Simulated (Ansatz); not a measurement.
Geometry optimisation, RKS B3LYP/def2-SVP (Ansatz 0.2.0).

Input:

```yaml
crystal:
  periodic: [false, false, false]
  atoms:
    - { symbol: Ga, position_ang: [0.0, 0.0, 0.0] }
    - { symbol: H, position_ang: [0.0, 0.0, 1.57] }
    - { symbol: "N", position_ang: [1.6714, 0.0, -0.965] }
    - { symbol: H, position_ang: [2.138, -0.9179, -1.2168] }
    - { symbol: H, position_ang: [2.1227, 0.9179, -1.2432] }
    - { symbol: Cl, position_ang: [-1.9398, 0.0, -1.12] }
basis:
  gaussian: { orbitals: def2-SVP }
hamiltonian:
  xc: b3lyp
relax:
  f_tol: 0.02
  max_steps: 40
output:
  orbitals: {}
```

Launched with:

```bash
$ ansatz run input.yaml --threads 1 --pin off --max-ram 2048MiB --backend cpu --events-out ev --progress --plain --runs-dir out
```

Where does it end, and by what steps?

It converged. After 13 steps the energy has fallen by 0.752 eV; H5 moved furthest, 1.07 Å.

```tsv
step	energy less start (eV)	largest force component (eV/Å)	accepted
0	0.0000	1.899	yes
1	-0.2522	1.462	yes
2	-0.3609	0.507	yes
3	-0.3840	0.201	yes
4	-0.4332	0.732	yes
5	-0.4791	1.338	yes
6	-0.5817	1.166	yes
7	-0.6461	1.107	yes
8	-0.7133	0.594	yes
9	-0.7501	0.184	yes
10	-0.7514	0.056	yes
11	-0.7519	0.022	yes
12	-0.7519	0.029	yes
13	-0.7520	0.004	yes
```

```xyz
6
Properties=species:S:1:pos:R:3
Ga 0.057 -0.051 0.026
H -0.056 -0.481 1.512
N 1.582 -0.027 -0.945
H 2.492 -0.295 -0.585
H 1.621 0.262 -1.916
Cl -1.704 0.592 -1.067
```

Whether the end is a true minimum wasn't checked by a vibrational analysis.

Run time: 29 s on 1 thread of Intel(R) Xeon(R) 6975P-C (Granite Rapids), with other jobs on the host, peak memory 0.17 GiB.
